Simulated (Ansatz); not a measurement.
Input for Ansatz (a quantum-chemistry and plane-wave program): R-wB97X-V/def2-TZVPP on CH4GeO2 (SMILES C[O][Ge][OH]), a point of a torsion scan.

Ansatz 0.2 input:
```yaml
crystal:
  periodic: [false, false, false]
  atoms:
    - {symbol: C, position_ang: [-1.19346928, 0.13853624, 0.29098832]}
    - {symbol: O, position_ang: [-0.29917102, -0.86363242, -0.11635341]}
    - {symbol: Ge, position_ang: [1.36974287, -1.44796765, -0.21123528]}
    - {symbol: O, position_ang: [2.36524631, 0.02552544, -0.29395401]}
    - {symbol: H, position_ang: [-1.82972892, -0.24869387, 1.09076147]}
    - {symbol: H, position_ang: [-0.66862738, 1.02740043, 0.65419275]}
    - {symbol: H, position_ang: [-1.82406953, 0.42472352, -0.55485410]}
    - {symbol: H, position_ang: [2.07996470, 0.93671763, -0.27769483]}
basis:
  gaussian:
    orbitals: def2-TZVPP
hamiltonian:
  xc: {name: wB97X-V}
scf: {lower_state_search: off}
```

Program output:

```
WARN ansatz: RAYON_NUM_THREADS=1 ignored (pool sized by the plan → 1); use --threads N
Functional definition: wB97X-V
these checks for a lower state are left out or cut short: stability, starts, cluster_reference, orbital_swaps, neighbouring_geometries, increment
integrals: 0.15 GiB planned
1107 factors; their error is unknown
integrals: 0.18 GiB planned
237 factors; integrals over basis functions are off by at most 1.8e-5 eV
mean field: 1.23 GiB planned
mean field evaluation 1: about -61702.8850 eV, gradient 6.7e1 eV
mean field evaluation 2: about -61699.2802 eV, gradient 8.4e1 eV
mean field evaluation 4: about -61710.4928 eV, gradient 2.2e0 eV
mean field evaluation 8: about -61710.6840 eV, gradient 3.7e-1 eV
mean field evaluation 16: about -61710.6841 eV, gradient 1.7e-5 eV
mean field -61710.68412619 eV, -2267.8258126334 hartree, gradient 5.4e-6 eV, S^2 0.000000; 0 other end points of the search recorded, 0 dependent functions left out
reference -61710.68412444 eV, -2267.8258125690 hartree; 29, 29 occupied and 168, 168 virtual orbitals, 1107 factors
Total energy: -61710.68412444 eV, -2267.8258125690 hartree
Checks for a lower state left out: stability, starts, cluster_reference, orbital_swaps, neighbouring_geometries, increment
```

The calculation finished and met its thresholds.

Cost: about 6 core-seconds (a rough figure).
